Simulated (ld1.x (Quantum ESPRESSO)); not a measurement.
## What one change does to a pseudopotential (Pb (Z = 82), ultrasoft)

ld1.x (Quantum ESPRESSO) 7.5 input, shortened:

```
&input
   title='Pb', zed=82., rel=1, dft='PBE', iswitch=3,
   config='[Xe] 4f14 5d10 6s2 6p2'
 /
 &inputp
   pseudotype=3, tm=.true., lloc=-1, rcloc=2.20,
   nlcc=.true., new_core_ps=.true., rcore=1.85,
   which_augfun='PSQ', rmatch_augfun_nc=.true.
 /
4
6S  1  0   2.00   0.00  1.90  2.10  0.0
6S  1  0   0.00   1.40  1.90  2.10  0.0
6P  2  1   2.00   0.00  2.00  2.50  0.0
6P  2  1   0.00   0.25  2.00  2.50  0.0
 &test
   configts(1)='6s2 6p2'
 /
```

Change: fully relativistic.

Cutoffs: the cutoffs (Ry, on a coarse ladder) from which the occupation-weighted sum of valence levels, in a spherical-Bessel basis at the reference potential, stays within 10 and 1 mRy of its value at 400 Ry; they do not see the model core or the augmentation charge, which bear on the density cutoff. Errors are all-electron minus pseudo energies relative to the spin-unpolarised reference configuration.

Task: How do hardness, ghosts and transferability respond?

Result: Both files are very soft, the changed one slightly harder (loose and tight cutoff 8 and 10 Ry → 8 and 12 Ry on this coarse ladder); of the 7 tests that both files solve, the error grows in 1 and shrinks in 1 by more than 15 % and 0.3 meV (median size 36.5 → 33.3 meV); neither file shows a bound ghost.

```csv
quantity,base,changed
"cutoff, loose",8 Ry,8 Ry
"cutoff, tight",10 Ry,12 Ry
bound ghosts,none,none
"error for 6s2 6p1, meV [ΔE 6.58 → 6.70 eV]",-21,-20
"error for 6s2 6p0, meV [ΔE 20.02 → 20.30 eV]",-146,-144
"error for 6s1 6p0, meV [ΔE 52.43 → 52.71 eV]",-729,-730
"error for 6s1 6p3, meV [ΔE 8.74 → 8.57 eV]",-36,-33
"error for 6s2 6p1.5, meV [ΔE 2.49 → 2.55 eV]",-4.1,-3.4
"error for 6s2 6p2.3, meV [ΔE -0.80 → -0.83 eV]",-0.1,-0.6
"error for 6s0 6p4, meV [ΔE 17.83 → 17.48 eV]",-138,-129
s: phases at 2.68 bohr within 0.05 rad from the reference energy up to (Ry; the scan ends near 5),3.6,3.6
lowest overlap eigenvalue by channel,"s 0.41, p 0.50","s 0.41, p1/2 0.51, p3/2 0.50"
```
